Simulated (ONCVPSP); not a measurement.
# Pseudopotential generation for Nd (Z = 60): ONCV, revPBE, fully relativistic.

ONCVPSP 4.0.1 input, shortened (lines: element, Z, core and valence counts, functional; n l f; lmax; l rc ep ncon nbas qcut; lloc lpopt rc5 dvloc0; l nproj debl; icmod fcfact rcfact), revPBE, fully relativistic:

```
  Nd 60.00   10    4  -102130      upf
    1    0    2.00
    2    0    2.00
    2    1    6.00
    3    0    2.00
    3    1    6.00
    3    2   10.00
    4    0    2.00
    4    1    6.00
    4    2   10.00
    4    3    3.00
    5    0    2.00
    5    1    6.00
    5    2    1.50
    6    0    1.50
    2
    0    2.40    0.00    4    9    6.50
    1    2.60    0.00    4    9    5.40
    2    2.95    0.00    4    9    5.50
    4    5    2.10    0.00
    0    2    3.40
    1    1    1.10
    2    2    3.30
    3    4.00    1.10
```

Open shells are filled in proportion to 2j + 1.

All-electron outer shells of the reference configuration (revPBE, scalar-relativistic, ld1.x):

```
shell  level (eV)  outermost node (bohr)  outermost maximum (bohr)
   5s      -42.85                   0.72                      1.31
   5p      -23.89                   0.77                      1.48
   4f       -6.04                      –                      0.65
   6s       -3.53                   1.74                      3.69
   5d       -2.39                   0.87                      2.10
```

Results:

| Quantity | Value |
| --- | --- |
| Cutoffs needed | 12 Ha and 14 Ha (the cutoffs (Ha) at which the residual kinetic energy of the hardest occupied pseudo-wave falls to 1 and 0.1 mHa per electron) |
| Ghost test | no bound ghost flagged; GHOST(+) flagged for s at 207.6 eV |
| Largest excitation error | +62 meV (all-electron minus pseudo) for 5s2 5p6 5d1 6s0 6p1, out of 4 test configurations |
| rms error of d²Exc/dni dnj | 6.01 mHa without and 4.42 mHa with the model core |

Generation and tests took about 6.4 s on one core of a shared server CPU.
